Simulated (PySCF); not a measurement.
TPSS on B (boron, neutral)

Configuration: [He] 2s2 2p1, 2P determinant. Calculation: PySCF 2.14, in def2-SVP; the non-relativistic Hamiltonian (point nucleus).

| Item | Value |
| --- | --- |
| Total energy | -24.6398 hartree |
| One-electron energy | -32.3590 hartree |
| Hartree (Coulomb) energy | 11.6210 hartree |
| Exchange-correlation energy | -3.9018 hartree |
| Kinetic energy | 24.52352 hartree |
| ⟨S²⟩ | 0.7533 |
| ⟨L²⟩ | 2.009 |
| Sum of ⟨r⟩ | 6.771 bohr |
| Sum of ⟨r²⟩ | 15.54 bohr² |
| Traceless quadrupole moment −½Σ⟨3z² − r²⟩ along its main axis | -2.28 e·bohr² |
| Density at the nucleus (Gaussians lack the cusp) | 64.7 bohr⁻³ |
| Spin density at the nucleus | 0.0727 bohr⁻³ |
| Langevin diamagnetic susceptibility | -12.3 ×10⁻⁶ cm³/mol |
| Time after the integrals | 0.11 s of wall time on 1 thread of Neoverse-V2 (shared host) |

```json
{"shell": "1s α", "electrons": "1", "mean orbital energy (hartree)": "-6.70221", "rms radius, mean of both spins (bohr)": "0.382"}
{"shell": "1s β", "electrons": "1", "mean orbital energy (hartree)": "-6.69205", "rms radius, mean of both spins (bohr)": "0.382"}
{"shell": "2s α", "electrons": "1", "mean orbital energy (hartree)": "-0.35860", "rms radius, mean of both spins (bohr)": "2.17"}
{"shell": "2s β", "electrons": "1", "mean orbital energy (hartree)": "-0.31507", "rms radius, mean of both spins (bohr)": "2.17"}
{"shell": "2p α", "electrons": "1", "mean orbital energy (hartree)": "-0.16365", "rms radius, mean of both spins (bohr)": "2.41"}
```
